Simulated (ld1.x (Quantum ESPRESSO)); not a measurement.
scandium (Sc), ultrasoft: configuration errors across variants

ld1.x (Quantum ESPRESSO) 7.5 input, shortened:

```
&input
   title='Sc', zed=21., rel=1, dft='BLYP', iswitch=3,
   config='[Ar] 3d1 4s2 4p0'
 /
 &inputp
   pseudotype=3, tm=.true., lloc=-2, rcloc=2.40,
   nlcc=.true., new_core_ps=.true.,
   which_augfun='PSQ', rmatch_augfun_nc=.true.
 /
6
4S  1  0   2.00   0.00  2.70  3.10  0.0
4S  1  0   0.00   2.20  2.70  3.10  0.0
4P  2  1   0.00   0.00  2.55  3.45  0.0
4P  2  1   0.00   1.30  2.55  3.45  0.0
3D  3  2   1.00   0.00  1.40  1.80  0.0
3D  3  2   0.00   1.10  1.40  1.80  0.0
 &test
   configts(1)='3d1 4s2 4p0'
 /
```

All-electron excitation energies from the reference (eV): (1) 3d1 4s1 4p0 6.824; (2) 3d1 4s0 4p0 19.731; (3) 3d1 4s1.5 4p0 2.697.

The default core radius of the base comes out at 2.00 bohr.

The overlap operator is not positive definite (basis up to 400 Ry) in “augmentation built from norm-conserving waves at rcut, not smoothed further”. Such files are unfit for use, however small their errors in these radial tests.

Tests that are not counted but printed errors over 1 eV. “augmentation built from norm-conserving waves at rcut, not smoothed further”: 3d1.5 4s1.5 4p0 (solver errors, printed error -14.6 eV).

3 further variants failed, have other tests or another functional or relativity, and are left out.

Errors AE − PS in meV (a dash: test not solved or not reliable):

| change | (1) | (2) | (3) | bound ghosts |
| --- | --- | --- | --- | --- |
| base | -3.0 | -26 | -0.5 | none |
| waves 3d (bound): rcut 1.40, rcutus 2.70 bohr; 3d channel at 1.1 Ry: rcut 1.40, rcutus 2.70 bohr | -3.2 | -27 | -0.6 | none |
| type PAW; local potential all-electron potential smoothed inside 3.30 bohr (lloc = -2); augmentation BG, radius 1.40 bohr | -1.9 | -24 | -0.4 | none |
| waves 4s (bound): rcut 2.70, rcutus 3.68 bohr; 4s channel at 2.2 Ry: rcut 2.70, rcutus 3.68 bohr | -2.9 | -25 | -0.5 | none |
| core correction none | +42 | +336 | +7.6 | none |
| waves 4p (bound): rcut 2.55, rcutus 4.28 bohr; 4p channel at 1.3 Ry: rcut 2.55, rcutus 4.28 bohr | -3.0 | -26 | -0.5 | none |
| wave 4p channel at 1.3 Ry: rcut 2.55, rcutus 3.45 bohr becomes 4p channel at 0.85 Ry: rcut 2.55, rcutus 3.45 bohr | -3.0 | -26 | -0.5 | none |
| augmentation built from norm-conserving waves at rcut, not smoothed further | -14 | -24 | -3.9 | not determined (overlap not positive) |

(1) Give the same row for: local potential all-electron potential smoothed inside 2.35 bohr (lloc = -1).

## Answers

(1) -2.9, -26, -0.5; bound ghosts: none.
